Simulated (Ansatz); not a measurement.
Geometry optimisation, DFT PBE, scalar-relativistic, plane waves, PAW (Ansatz 0.2.0).

Input file:

```yaml
crystal:
  lattice:
    - [6.6, 0.0, 0.0]
    - [0.0, 6.6, 0.0]
    - [0.0, 0.0, 6.6]
  atoms:
    - { symbol: Nb, position: [0.0, 0.0, 0.0] }
    - { symbol: Nb, position: [0.5, 0.0, 0.0] }
    - { symbol: Nb, position: [0.0, 0.5, 0.0] }
    - { symbol: Nb, position: [0.0, 0.0, 0.5] }
    - { symbol: Nb, position: [0.25, 0.25, 0.25] }
    - { symbol: Nb, position: [0.5, 0.5, 0.0] }
    - { symbol: Nb, position: [0.5, 0.0, 0.5] }
    - { symbol: Nb, position: [0.75, 0.25, 0.25] }
    - { symbol: Nb, position: [0.0, 0.5, 0.5] }
    - { symbol: Nb, position: [0.25, 0.75, 0.25] }
    - { symbol: Nb, position: [0.25, 0.25, 0.75] }
    - { symbol: Nb, position: [0.5, 0.5, 0.5] }
    - { symbol: Nb, position: [0.75, 0.75, 0.25] }
    - { symbol: Nb, position: [0.75, 0.25, 0.75] }
    - { symbol: Nb, position: [0.25, 0.75, 0.75] }
    - { symbol: Nb, position: [0.75, 0.75, 0.75] }
    - { symbol: "N", position: [0.11744944, -0.00674594, 0.75940418] }
basis:
  ecutwfc: 420.0
kpoints:
  mp_grid: { grid: [3, 3, 3] }
hamiltonian:
  xc: pbe
scf:
  occupations: { method: gaussian, width: 0.15 }
  lower_state_search: "off"
relax:
  f_tol: 0.03
  max_steps: 60
  adjacent_minimum: "off"
```

Command:

```bash
$ ansatz run input.yaml --threads 4 --pin off --max-ram 10240MiB --backend cpu --events-out ev --progress --plain --runs-dir out
```

Task: Where does it end, and by what steps?

Result: The run converged. The force dipped under the threshold on the way, but the program's further checks kept it going. Limits of this set-up: coarse k mesh, odd electron count without spin, a small cell, in which the defect meets its images. After 8 steps the energy has fallen by 2.744 eV; N17 moved furthest, 0.73 Å.

```
step  energy less start (eV)  largest force component (eV/Å)  accepted
   0                  0.0000                           6.902       yes
   1                 -0.8515                           1.421       yes
   2                 -1.7525                           0.930       yes
   3                 -1.9962                           1.617       yes
   4                 -2.3059                           1.741       yes
   5                 -2.6312                           1.208       yes
   6                 -2.7417                           0.177       yes
   7                 -2.7442                           0.013       yes
   8                 -2.7442                           0.013       yes
```

```xyz
17
Lattice="6.6000 0.0000 0.0000 0.0000 6.6000 0.0000 0.0000 0.0000 6.6000" Properties=species:S:1:pos:R:3
Nb 0.046 -0.003 0.295
Nb 3.345 -0.003 0.012
Nb 0.046 3.297 0.012
Nb 0.045 -0.002 3.012
Nb 1.751 1.703 1.654
Nb 3.346 3.297 -0.020
Nb 3.345 -0.003 3.295
Nb 4.940 1.703 1.653
Nb 0.045 3.297 3.295
Nb 1.751 4.892 1.654
Nb 1.660 1.611 4.954
Nb 3.346 3.297 3.328
Nb 4.940 4.892 1.654
Nb 5.032 1.611 4.954
Nb 1.659 4.984 4.954
Nb 5.032 4.984 4.954
N 0.046 -0.003 4.954
```

Time of the run: 55 s on 4 threads of Intel(R) Xeon(R) Platinum 8488C (Sapphire Rapids) (shared host), peak memory 1.2 GiB.
